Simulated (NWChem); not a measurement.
Molecule: CF₂GaNO; SMILES O=C=[N][Ga]([F])[F]

```xyz
6

Ga     0.0002    -0.6769     0.0000
F      1.4726    -1.5858     0.0000
F     -1.4882    -1.5597     0.0000
N      0.0173     1.1035     0.0000
C      0.0058     2.3036     0.0000
O     -0.0027     3.4685     0.0000
```
Atoms are numbered in this order, from 1.

All runs: NWChem. Pople sets run with spherical d functions. All runs use the structure optimised with PBE0/def2-SVP. Total energies compare along this basis series because the functional is fixed.

```csv
level,basis functions,energy (Ha),highest occupied level (eV),orbital gap (eV),dipole (D)
PBE/STO-3G,43,-2264.2278,-0.73,1.05,1.75
PBE/3-21G,67,-2280.6483,-7.20,4.91,0.31
PBE/6-31G*,102,-2291.7816,-7.60,4.82,0.09
PBE/6-311G**,134,-2292.1467,-7.77,4.89,0.02
```
